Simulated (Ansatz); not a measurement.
Pulling on the O2–H3 bond in H2O2Pb (SMILES [OH][Pb][OH]) (multiplicity 1 held, fragments rigid). Energies count from the point at 0.966 Å.
Geometry at that point (charge 0, multiplicity 1):
```
atom    x (Å)    y (Å)    z (Å)
----  -------  -------  -------
Pb     0.0578  -0.1420   0.2238
O      1.1458   1.3095  -0.8134
H      0.6459   1.6195  -1.5803
O     -1.5330   0.0132  -1.1585
H     -2.2920  -0.5579  -0.9968
```

Signs of static correlation in def2-SVP, with CASSCF(4,3), from Ansatz (a program for electronic structure) runs.

```json
[
 {"R (Å)": "0.773", "T1 of restricted CCSD": "0.023", "⟨S²⟩ of UHF": "0.000", "largest double amplitude of restricted CCSD": "0.046", "weight of the CASSCF reference in MRCISD": "0.898", "CASSCF natural occupations": "2.00 1.99 0.01"},
 {"R (Å)": "0.870", "T1 of restricted CCSD": "0.023", "⟨S²⟩ of UHF": "0.000", "largest double amplitude of restricted CCSD": "0.045", "weight of the CASSCF reference in MRCISD": "0.897", "CASSCF natural occupations": "2.00 1.99 0.01"},
 {"R (Å)": "0.966", "T1 of restricted CCSD": "0.024", "⟨S²⟩ of UHF": "0.000", "largest double amplitude of restricted CCSD": "0.045", "weight of the CASSCF reference in MRCISD": "0.897", "CASSCF natural occupations": "2.00 1.98 0.02"},
 {"R (Å)": "1.063", "T1 of restricted CCSD": "0.025", "⟨S²⟩ of UHF": "0.000", "largest double amplitude of restricted CCSD": "0.045", "weight of the CASSCF reference in MRCISD": "0.896", "CASSCF natural occupations": "2.00 1.97 0.03"},
 {"R (Å)": "1.160", "T1 of restricted CCSD": "0.026", "⟨S²⟩ of UHF": "0.000", "largest double amplitude of restricted CCSD": "0.045", "weight of the CASSCF reference in MRCISD": "0.895", "CASSCF natural occupations": "2.00 1.96 0.04"},
 {"R (Å)": "1.305", "T1 of restricted CCSD": "0.027", "⟨S²⟩ of UHF": "0.000", "largest double amplitude of restricted CCSD": "0.056", "weight of the CASSCF reference in MRCISD": "0.895", "CASSCF natural occupations": "2.00 1.93 0.07"},
 {"R (Å)": "1.450", "T1 of restricted CCSD": "0.029", "⟨S²⟩ of UHF": "0.295", "largest double amplitude of restricted CCSD": "0.058", "weight of the CASSCF reference in MRCISD": "0.894", "CASSCF natural occupations": "2.00 1.88 0.12"},
 {"R (Å)": "1.691", "T1 of restricted CCSD": "0.031", "⟨S²⟩ of UHF": "…", "largest double amplitude of restricted CCSD": "0.123", "weight of the CASSCF reference in MRCISD": "0.894", "CASSCF natural occupations": "2.00 1.77 0.23"},
 {"R (Å)": "1.933", "T1 of restricted CCSD": "0.035", "⟨S²⟩ of UHF": "0.892", "largest double amplitude of restricted CCSD": "…", "weight of the CASSCF reference in MRCISD": "0.895", "CASSCF natural occupations": "2.00 1.62 0.38"},
 {"R (Å)": "2.223", "T1 of restricted CCSD": "0.041", "⟨S²⟩ of UHF": "0.968", "largest double amplitude of restricted CCSD": "0.376", "weight of the CASSCF reference in MRCISD": "0.896", "CASSCF natural occupations": "2.00 1.43 0.57"},
 {"R (Å)": "2.610", "T1 of restricted CCSD": "0.053", "⟨S²⟩ of UHF": "1.001", "largest double amplitude of restricted CCSD": "0.551", "weight of the CASSCF reference in MRCISD": "0.896", "CASSCF natural occupations": "2.00 1.24 0.76"},
 {"R (Å)": "3.093", "T1 of restricted CCSD": "0.068", "⟨S²⟩ of UHF": "1.011", "largest double amplitude of restricted CCSD": "0.689", "weight of the CASSCF reference in MRCISD": "0.897", "CASSCF natural occupations": "2.00 1.11 0.89"}
]
```

Question: What belongs in the gaps?

Answer: 
- 1.691, ⟨S²⟩ of UHF: 0.726
- 1.933, largest double amplitude of restricted CCSD: 0.178

Doubts at one or more of the structures used: active orbitals that take no part (SC-NEVPT2 on CASSCF(4,3)/def2-SVP); a restricted determinant that unrestricted orbitals would lower (R-CCSD(T)/def2-SVP); other coupled-cluster roots lie near (R-CCSD(T)/def2-SVP); T1 above 0.05 (R-CCSD(T)/def2-SVP, U-CCSD(T)/def2-SVP); a spin-contaminated determinant (U-CCSD(T)/def2-SVP).
